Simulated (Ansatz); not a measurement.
GeH2I2⁺, that is GeI2H2 with one electron fewer. The state is a doublet with charge 1. Geometry PBE0-D4/def2-SVP, that of the neutral singlet; atoms count from 1.

```
atom   x (Å)   y (Å)   z (Å)
 Ge1  -0.202  -0.006  -0.123
  I2   0.569   1.944   1.259
  I3   1.469  -1.877  -0.016
  H4  -0.312   0.454  -1.582
  H5  -1.525  -0.514   0.462
```

In the def2 sets I takes a core potential; there is no spin–orbit coupling.

Q: Estimate the Mulliken populations from the PBE0/def2-TZVP orbitals of Ansatz.

A: 
```csv
atom,charge (e),spin (α − β)
Ge1,0.25,-0.07
I2,0.23,0.54
I3,0.23,0.54
H4,0.15,0.00
H5,0.15,0.00
```
Mulliken values and Mayer orders depend strongly on the basis.

Q: Where does the spin sit?

A: Summed by element: Ge -0.07, I 1.07, H 0.00, of 1 unpaired in all. Largest on single atoms: I3 0.54, I2 0.54, Ge1 -0.07.

Q: And the Mayer bond orders between bonded heavy atoms (over 0.3)?

A: Ge1–I2 0.98 (2.51 Å); Ge1–I3 0.98 (2.51 Å). Values over 0.3 also appear between atoms too far apart for a bond (I2–I3 0.42 at 4.13 Å); they arise where an orbital or an unpaired electron spreads over both atoms.
